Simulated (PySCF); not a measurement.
InF₂, SMILES [F][In+][F], charge +1. Heavy atoms are numbered as in [In+:1]([F:2])[F:3].

Geometry optimised at PBE0-D3(BJ)/def2-TZVP. The spin state was assumed, not searched. The isomer is the one that the SMILES or the coordinates give; other isomers of the formula were not compared. The def2 effective core potentials stand for the cores of In; spin–orbit coupling is left out.

Level of theory: PBE/def2-TZVPD (PySCF).

Mulliken values depend strongly on the basis, most of all with diffuse functions as here. ESP charges are fitted to the potential on shells at 1.4 to 2.0 van der Waals radii. Atomic charges (e), one atom of each kind:

```json
[
 {"atom": "In1", "Mulliken": "1.41", "ESP fit": "1.50"},
 {"atom": "F2", "Mulliken": "-0.21", "ESP fit": "-0.25"}
]
```
